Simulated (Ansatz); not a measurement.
The inner images of a band of AlH$_{7}$O$_{2}$Si (11 atoms, charge 0, multiplicity 1) are given out of order.

The calculation used Ansatz 0.2.0, RHF/6-31G*.

Image 0:

```xyz
11
Properties=species:S:1:pos:R:3
Al -0.068 0.186 0.315
O -0.672 -0.031 1.922
Si -1.500 -0.757 3.104
H -2.530 -1.678 2.577
H -0.606 -1.536 3.989
H -2.185 0.252 3.943
H 1.433 -0.277 0.035
H -1.136 0.159 -0.858
O 0.296 2.150 0.651
H 1.205 2.422 0.566
H 0.005 2.347 1.538
```

Image 6:

```xyz
11
Properties=species:S:1:pos:R:3
Al -0.052 0.547 0.175
O -0.343 0.268 2.137
Si -1.457 -0.622 3.054
H -1.666 -1.864 2.310
H -0.852 -0.867 4.369
H -2.696 0.149 3.200
H 1.064 -0.502 -0.277
H -1.540 0.361 -0.368
O 0.500 2.155 0.545
H 1.287 2.513 0.165
H -0.004 1.097 2.473
```

Question: Put them in order from the first end to the last, with their energies above the first end.
A.
```xyz
11
Properties=species:S:1:pos:R:3
Al -0.029 0.375 0.090
O -0.506 0.178 1.911
Si -1.432 -0.578 3.057
H -2.076 -1.750 2.443
H -0.581 -1.011 4.178
H -2.454 0.354 3.560
H 1.334 -0.354 -0.268
H -1.296 0.307 -0.853
O 0.268 2.031 0.889
H 1.137 2.401 0.963
H -0.125 1.283 1.812
```
B.
```xyz
11
Properties=species:S:1:pos:R:3
Al 0.012 0.509 0.058
O -0.524 0.226 1.977
Si -1.450 -0.615 3.107
H -2.039 -1.755 2.403
H -0.573 -1.054 4.200
H -2.475 0.302 3.620
H 1.281 -0.410 -0.232
H -1.331 0.292 -0.764
O 0.362 2.131 0.635
H 1.240 2.476 0.615
H -0.262 1.136 2.162
```
C.
```xyz
11
Properties=species:S:1:pos:R:3
Al -0.093 0.224 0.191
O -0.547 -0.033 1.866
Si -1.459 -0.666 3.042
H -2.205 -1.838 2.547
H -0.616 -1.074 4.186
H -2.432 0.331 3.545
H 1.341 -0.311 -0.243
H -1.279 0.313 -0.855
O 0.294 2.080 0.867
H 1.188 2.403 0.879
H 0.050 1.808 1.757
```
D.
```xyz
11
Properties=species:S:1:pos:R:3
Al -0.100 0.205 0.293
O -0.566 -0.117 1.929
Si -1.496 -0.765 3.081
H -2.335 -1.868 2.566
H -0.670 -1.291 4.189
H -2.399 0.259 3.655
H 1.361 -0.257 -0.148
H -1.268 0.281 -0.779
O 0.337 2.133 0.742
H 1.236 2.404 0.587
H 0.142 2.253 1.668
```
E.
```xyz
11
Properties=species:S:1:pos:R:3
Al -0.018 0.536 0.143
O -0.476 0.325 2.086
Si -1.455 -0.634 3.080
H -1.876 -1.760 2.249
H -0.656 -1.074 4.230
H -2.592 0.175 3.535
H 1.159 -0.502 -0.154
H -1.432 0.313 -0.554
O 0.466 2.164 0.526
H 1.300 2.511 0.252
H -0.181 1.183 2.390
```

Answer: D (+0.5 kJ/mol), C (+10.1 kJ/mol), A (+87.6 kJ/mol), B (+43.0 kJ/mol), E (+37.3 kJ/mol).

Run time: 3.3 min on 1 thread of Arm Neoverse V1, on a shared host, peak memory 0.15 GiB.
